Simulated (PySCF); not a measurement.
**Structure from 2D NMR**

Compound of formula C7H11N3. Correlations simulated from computed shifts and the bond graph:

HSQC (one-bond C–H):
```tsv
δH	δC
9.11	153.7
7.20	117.9
1.59	31.1
```

COSY cross peaks (H two or three bonds apart, from the bond graph; peaks can be absent where the dihedral angle is near 90°):
```tsv
δH	δH
9.11	7.20
```

HMBC (two and three bonds, from the bond graph):
```tsv
δH	δC
9.11	175.7, 117.9
7.20	175.7, 153.7, 39.3
1.59	175.7, 39.3, 31.1
```

Carbons without hydrogens: δ 175.7, 39.3.

One conformer, fast rotation and ring inversion assumed for equivalent nuclei, gas phase, no relativistic terms. σ from GIAO-PBE0/pcSseg-1; GFN2-xTB geometry; PySCF.

References, each an isolated molecule treated in the same way: ¹H and ¹³C vs TMS.

Exchangeable hydrogens are left out of these lists.

Q: Assemble the structure.

A: SMILES c1c(C(C)(C)C)nnnc1.

Numbering as in the mapped SMILES `[CH3:1][C:2]([CH3:3])([CH3:4])[c:5]1[cH:6][cH:7][n:8][n:9][n:10]1` (H(Xn): hydrogen on atom n).

- δC 175.7 is C5, a substituted aromatic carbon next to a ring nitrogen.
- δC 153.7 is C7, an aromatic CH next to a ring nitrogen (δH 9.11).
- δC 117.9 is C6, an aromatic CH (δH 7.20).
- δC 39.3 is C2, a quaternary sp3 carbon on an aromatic ring.
- δC 31.1 is C1/C3/C4, a methyl carbon (δH 1.59).
- HMBC from δH 9.11 reaches the proton-free carbon C5.
- HMBC from δH 7.20 reaches the proton-free carbons C5, C2.
- HMBC from δH 1.59 reaches the proton-free carbons C5, C2.
- COSY links 9.11–7.20.

This is the structure that produced the data.

Shifts are as computed. Against solution values, carbons near 30 ppm lie about +3 ppm off and those near 130 ppm about +5 ppm. Of 1211 compounds with measured shifts, 218 miss one by over three times the rms of a fit or turn the order of signals round; such compounds aren't used in these exercises.
